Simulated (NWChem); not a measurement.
Program: NWChem. System: C$_{3}$H$_{2}$F$_{3}$, charge 0, spin multiplicity 2, at a geometry optimised with UPBE0/def2-SVP. The structure started from a generated list of species. Its SCF solution wasn't tested for a lower state. Level: G0W0@UPBE/def2-TZVP, RI basis def2-tzvp-rifit.

NWChem printed:

```
             Northwest Computational Chemistry Package (NWChem) 7.3.0
             --------------------------------------------------------

                                NWChem Input Module
                                -------------------

 Scaling coordinates for geometry "geometry" by  1.889725989
 (inverse scale =  0.529177249)

 Turning off AUTOSYM since
 SYMMETRY directive was detected!

                             Geometry "geometry" -> ""
                             -------------------------

 Output coordinates in angstroms (scale by  1.889725989 to convert to a.u.)

  No.       Tag          Charge          X              Y              Z
 ---- ---------------- ---------- -------------- -------------- --------------
    1 C                    6.0000    -0.20385900    -2.13442700     0.00000000
    2 C                    6.0000     0.55321000    -1.06378300     0.00000000
    3 C                    6.0000     0.01607000     0.33795000     0.00000000
    4 F                    9.0000    -1.31228800     0.37583800     0.00000000
    5 F                    9.0000     0.44698500     1.00666500    -1.07487300
    6 F                    9.0000     0.44698500     1.00666500     1.07487300
    7 H                    1.0000    -0.08030900    -3.21619300     0.00000000
    8 H                    1.0000     1.65265200    -1.12475500     0.00000000

 Effective nuclear repulsion energy (a.u.)     242.4131590454

            Nuclear Dipole moment (a.u.)
            ----------------------------
        X                 Y               Z
 ---------------- ---------------- ----------------
     0.0000132281     0.0000075589     0.0000000000

      Symmetry information
      --------------------

 Group name             Cs
 Group number              2
 Group order               2
 No. of unique centers     7

      Symmetry unique atoms

     1    2    3    4    5    7    8


 Summary of "ao basis" -> "" (spherical)
 ------------------------------------------------------------------------------
       Tag                 Description            Shells   Functions and Types
 ---------------- ------------------------------  ------  ---------------------
 *                         def2-tzvp                  on all atoms

 new library libraries.bse/

 Summary of "ri basis" -> "" (spherical)
 ------------------------------------------------------------------------------
       Tag                 Description            Shells   Functions and Types
 ---------------- ------------------------------  ------  ---------------------
 *                      def2-tzvp-rifit               on all atoms

  pbe96 is a nonlocal functional; adding pw91lda local functional.

                                 NWChem DFT Module
                                 -----------------

 Summary of "ao basis" -> "ao basis" (spherical)
 ------------------------------------------------------------------------------
       Tag                 Description            Shells   Functions and Types
 ---------------- ------------------------------  ------  ---------------------
 C                         def2-tzvp                11       31   5s3p2d1f
 F                         def2-tzvp                11       31   5s3p2d1f
 H                         def2-tzvp                 4        6   3s1p

 Summary of "ao basis" -> "ao basis" (spherical)
 ------------------------------------------------------------------------------
       Tag                 Description            Shells   Functions and Types
 ---------------- ------------------------------  ------  ---------------------
 C                         def2-tzvp                11       31   5s3p2d1f
 F                         def2-tzvp                11       31   5s3p2d1f
 H                         def2-tzvp                 4        6   3s1p

      Symmetry analysis of basis
      --------------------------

        a'        125
        a"         73

            General Information
            -------------------
          SCF calculation type: DFT
          Wavefunction type:  spin polarized.
          No. of atoms     :     8
          No. of electrons :    47
           Alpha electrons :    24
            Beta electrons :    23
[...]
 overlap   0.888  0.887  0.990  0.999  0.991  0.995  0.802  0.806  1.000  0.995

   alpha     71     72     73     74     75     76     77     78     79     80
    beta     72     71     73     74     75     76     77     78     79     80
 overlap   0.986  0.999  0.991  0.994  0.997  0.961  0.901  0.921  0.998  0.996

   alpha     81     82     83     84     85     86     87     88     89     90
    beta     81     82     83     84     85     86     87     88     89     91
 overlap   0.987  0.999  0.996  0.999  0.999  0.999  1.000  0.999  0.996  0.945

   alpha     91     92     93     94     95     96     97     98     99    100
    beta     90     92     93     94     95     96     97     98     99    100
 overlap   0.949  1.000  0.999  0.997  0.999  0.996  0.998  0.995  0.995  0.995

   alpha    101    102    103    104    105    106    107    108    109    110
    beta    101    102    104    103    105    106    107    109    108    110
 overlap   0.999  0.996  0.990  0.991  0.990  0.983  0.991  0.984  0.994  0.990

   alpha    111    112    113    114    115    116    117    118    119    120
    beta    111    112    113    114    115    116    117    118    119    121
 overlap   0.994  0.988  0.830  0.840  0.845  0.870  0.938  0.946  0.803  0.940

   alpha    121    122    123    124    125    126    127    128    129    130
    beta    120    122    123    124    125    126    127    128    129    130
 overlap   0.910  0.883  0.981  0.979  0.996  0.996  0.992  0.982  0.995  0.998

   alpha    131    132    133    134    135    136    137    138    139    140
    beta    131    132    134    133    135    136    137    138    139    140
 overlap   0.999  0.996  0.994  0.998  0.999  1.000  0.994  1.000  0.995  0.999

   alpha    141    142    143    144    145    146    147    148    149    150
    beta    141    142    143    144    145    146    147    148    149    150
 overlap   1.000  0.999  1.000  0.999  1.000  1.000  0.998  1.000  0.998  0.979

   alpha    151    152    153    154    155    156    157    158    159    160
    beta    151    152    153    154    155    156    157    158    159    160
 overlap   0.980  0.904  0.904  1.000  1.000  1.000  1.000  1.000  1.000  1.000

   alpha    161    162    163    164    165    166    167    168    169    170
    beta    161    162    163    164    165    166    167    168    169    170
 overlap   1.000  1.000  1.000  1.000  1.000  1.000  1.000  1.000  1.000  1.000

   alpha    171    172    173    174    175    176    177    178    179    180
    beta    171    172    173    174    175    176    177    178    179    180
 overlap   1.000  1.000  1.000  1.000  1.000  1.000  1.000  1.000  1.000  1.000

   alpha    181    182    183    184    185    186    187    188    189    190
    beta    181    182    183    184    185    186    187    188    189    190
 overlap   1.000  1.000  1.000  1.000  1.000  1.000  1.000  1.000  1.000  1.000

   alpha    191    192    193    194    195    196    197    198
    beta    191    192    193    194    195    196    197    198
 overlap   1.000  1.000  1.000  1.000  1.000  1.000  1.000  1.000

     --------------------------
     Expectation value of S2:
     --------------------------
      <S2> =      0.7589 (Exact =     0.7500)

 center of mass
 --------------
 x =  -0.03933511 y =   0.13310771 z =   0.00000000

 moments of inertia (a.u.)
 ------------------
         592.568711497661         -15.991123400603           0.000000000000
         -15.991123400603         325.326361671449           0.000000000000
           0.000000000000           0.000000000000         604.357929300902

     Multipole analysis of the density
     ---------------------------------

     L   x y z        total         alpha         beta         nuclear
     -   - - -        -----         -----         ----         -------
     0   0 0 0     -0.000000    -24.000000    -23.000000     47.000000

     1   1 0 0      0.436296      0.586462     -0.150179      0.000013
     1   0 1 0     -0.832911      1.520843     -2.353762      0.000008
     1   0 0 1      0.000000      0.000000      0.000000      0.000000

     2   2 0 0    -24.012016    -56.319307    -53.112836     85.420127
     2   1 1 0     -1.065772     -4.136427     -1.115675      4.186330
     2   1 0 1     -0.000000     -0.000000      0.000000      0.000000
     2   0 2 0    -20.987218   -136.421136   -120.008985    235.442903
     2   0 1 1      0.000000      0.000000      0.000000      0.000000
     2   0 0 2    -25.751342    -50.370152    -49.646241     74.265051

 Task  times  cpu:       46.2s     wall:       46.2s

                                NWChem Input Module
                                -------------------

                                 NWChem GW Module
                                 ----------------

                             ***********************
                             ***        GW       ***
                             ***********************

 Summary of "ri basis" -> "ri basis" (spherical)
 ------------------------------------------------------------------------------
       Tag                 Description            Shells   Functions and Types
 ---------------- ------------------------------  ------  ---------------------
 C                      def2-tzvp-rifit             22       76   8s6p4d3f1g
 F                      def2-tzvp-rifit             22       76   8s6p4d3f1g
 H                      def2-tzvp-rifit              7       15   4s2p1d

                 Memory Information
                 ------------------
          Available GA per process is          1699.4 MBs
          Available stack per process is        700.0 MBs
          Available heap per process is           0.9 MBs

          Peak memory in Initialization
              Peak GA per process is                 39.7 MBs
              Peak stack per process is               0.5 MBs
              Peak heap per process is               40.1 MBs
              Memory not in MA per process            0.0 MBs

          Peak memory in CDGW Calculation
              Peak GA per process is                 43.2 MBs
              Peak stack per process is               3.6 MBs
              Peak heap per process is                5.8 MBs
              Memory not in MA per process            0.1 MBs

          Computing 2-center integrals
          Computing Inverse Cholesky factor
          Computing 3-center integrals
          Computing Vxc

          Computing Sigma_x
          Computing W(iw) on the imaginary grid
          Solving quasiparticle equations

                  Alpha Orbitals
          State     Energy (eV)     Error (eV)
          -----------------------------------
@GW        21        -13.851           0.003
@GW        22        -13.298           0.004
@GW        23        -11.380           0.003
@GW        24         -9.544           0.003
@GW        25          1.319           0.003
@GW        26          3.440           0.002

                   Beta Orbitals
          State     Energy (eV)     Error (eV)
          -----------------------------------
@GW        20        -14.278           0.003
@GW        21        -13.852           0.003
@GW        22        -13.235           0.003
@GW        23        -10.914           0.003
@GW        24         -1.054           0.002
@GW        25          1.809           0.002

     GW Timing Statistics
   ------------------------
   Init.   :          0.1s
     ERIs  :          2.6s
     Distr.:          0.1s
     Vxc   :          0.6s
   Vmo     :          0.0s
   iW      :          9.7s
   I_n     :          0.0s
   R_n     :          5.1s
   GW total:         18.2s

 Task  times  cpu:       18.2s     wall:       18.2s

 Total times  cpu:       64.5s     wall:       64.5s
```

Write an NWChem input that would produce this output.

One answer among several that fit: 
```
start mol
memory heap 200 mb stack 700 mb global 1700 mb
geometry units angstroms nocenter noautoz
  C     -0.203859    -2.134427     0.000000
  C      0.553210    -1.063783     0.000000
  C      0.016070     0.337950     0.000000
  F     -1.312288     0.375838     0.000000
  F      0.446985     1.006665    -1.074873
  F      0.446985     1.006665     1.074873
  H     -0.080309    -3.216193     0.000000
  H      1.652652    -1.124755     0.000000
  symmetry group Cs
end
basis spherical
  * library def2-tzvp
end
basis "ri basis" bse spherical
  * library def2-tzvp-rifit
end
dft
  xc xpbe96 cpbe96
  odft
  mult 2
  iterations 100
  direct
  tolerances tight
end
task dft energy
gw
  method cdgw
  states alpha occ 4 vir 2
  states beta occ 4 vir 2
end
task dft gw
```
